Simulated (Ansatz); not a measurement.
SiNH5SF2, closed shell: at the start structure of a reaction step.

The input file, in.yaml:

```yaml
crystal:
  periodic: [false, false, false]
  atoms:
    - {symbol: Si, position_ang: [-0.816133, 0.485056, -0.405976]}
    - {symbol: S, position_ang: [0.201465, 1.912550, 0.838597]}
    - {symbol: F, position_ang: [-1.788277, -0.642530, 0.218200]}
    - {symbol: F, position_ang: [-0.286621, 0.122019, -1.887200]}
    - {symbol: H, position_ang: [-1.851610, 1.484545, -0.781789]}
    - {symbol: H, position_ang: [0.660483, -1.146235, 1.112942]}
    - {symbol: N, position_ang: [0.650730, -0.953000, 0.117690]}
    - {symbol: H, position_ang: [1.244284, 1.225773, 1.334550]}
    - {symbol: H, position_ang: [1.580223, -0.677910, -0.179527]}
    - {symbol: H, position_ang: [0.405556, -1.810266, -0.367388]}
basis:
  gaussian: {orbitals: def2-TZVPP}
hamiltonian: {xc: {name: B2PLYP}}
```

Command:

```bash
ansatz run in.yaml --threads 8 --pin off --events-out ev --progress --plain --max-ram 19148MiB
```

What Ansatz 0.2.0 printed:

```
Functional definition: B2PLYP
  name "B2PLYP"
  cite "Grimme, J. Chem. Phys. 124, 034108 (2006) doi:10.1063/1.2148954"
  cite "Becke, Phys. Rev. A 38, 3098 (1988) doi:10.1103/PhysRevA.38.3098"
  cite "Lee, Yang & Parr, Phys. Rev. B 37, 785 (1988) doi:10.1103/PhysRevB.37.785"
  parameter a = 0.53
  parameter c = 0.27
  exchange = (1 - a)*b88_x + a*exact_x
  correlation = (1 - c)*lyp_c + c*(mp2_os + mp2_ss)
1464 factors; integrals over basis functions are off by at most 1.0e-3 eV
mean field evaluation 1: about -25701.6955 eV, gradient 5.6e1 eV
mean field evaluation 2: about -25701.8485 eV, gradient 5.6e1 eV
mean field evaluation 4: about -25706.8205 eV, gradient 3.8e0 eV
mean field evaluation 8: about -25706.8602 eV, gradient 5.0e-1 eV
mean field evaluation 16: about -25706.8606 eV, gradient 8.6e-5 eV
mean field -25706.86059975 eV, -944.7097023047 hartree, gradient 6.9e-6 eV, S^2 0.000000; 0 other end points of the search recorded, 0 dependent functions left out
13 core orbitals not correlated: weight in the atoms' cores, before any rotation towards them, 1.000 or more for the frozen orbitals, at most 0.000 for the correlated occupied ones
reference -25706.86075452 eV, -944.7097079926 hartree; 17, 17 occupied and 217, 217 virtual orbitals, 1464 factors
second order -33.89713211 eV of doubles, -0.00000000 eV of singles
Total energy: -25716.01298019 eV, -945.0460460824 hartree
```

The run took 2.4 s on 8 CPU threads of an Intel Xeon 6975P-C (shared host), with 0.66 GiB of host memory at its peak.
